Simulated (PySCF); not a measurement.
# Levels along the 5-electron series

One electron added to the closed shell [He] 2s2: EOM-EA-CCSD calculated with PySCF 2.14, two-component X2C-1e with screened spin-orbit coupling, each ion in its own even-tempered basis, nothing frozen, the virtual space cut to natural spinors and corrected at second order; no Breit or QED terms. Binding energy of 2p1/2 and energies of the other levels above it, in eV.

```
  ion  2p1/2 binding  2p3/2 − 2p1/2  NIST ionisation energy
 P¹⁰⁺         479.71          1.226       479.44 ± 0.05 (s)
 S¹¹⁺         564.73          1.656       564.41 ± 0.05 (s)
Cl¹²⁺         656.68          2.189        656.3 ± 0.12 (s)
Ar¹³⁺         755.58          2.843       755.13 ± 0.22 (s)
 K¹⁴⁺         861.45          3.634       860.92 ± 0.25 (s)
Ca¹⁵⁺         974.30          4.581         973.7 ± 0.3 (s)
Sc¹⁶⁺         1094.2          5.704        1093.5 ± 0.4 (s)
Ti¹⁷⁺         1221.1          7.023        1220.3 ± 0.5 (s)
Cr¹⁹⁺         1496.2         10.342        1495.1 ± 0.7 (s)
```

Estimate the missing row, V¹⁸⁺.

The calculation gives 2p1/2 binding 1355.1; 2p3/2 − 2p1/2 8.560. The NIST ionisation energy is 1354.2 ± 0.5 (s).

Each ion has its own basis, which adds noise of up to about 0.1 % of the binding energies along the series.

The 2p interval goes from 1.226 to 10.34 eV, as Z to the power 4.54; a hydrogen-like ion gives 4, and the power is higher where the screened charge Z − σ still grows faster than Z or where Zα is large.

NIST values marked (s) are semi-empirical, (t) theoretical.
